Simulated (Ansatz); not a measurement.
Z-matrix (Å, degrees):
```
B
Cl 1 2.149
C 1 1.550 2 58.1
H 1 1.191 2 106.4 3 113.5
H 1 1.190 2 107.6 3 -112.4
F 3 1.337 1 121.2 2 -106.2
H 3 1.088 1 124.3 2 99.9
```

Charge 0, multiplicity 1.

Task: List the CAM-B3LYP/def2-TZVPP orbital energies in eV (Ansatz). (An estimate is asked.)

Result: The calculation gave: Occupied: -2765.43, -674.54, -282.69, -260.16, -199.26, -199.08, -199.03, -185.89, -36.35, -26.42, -21.04, -17.58, -16.99, -15.79, -14.29, -12.85, -12.01, -11.45, -10.83, -10.54. Lowest empty: 0.23, 1.11, 2.11, 2.99, 3.29, 3.43, 4.25, 4.85.
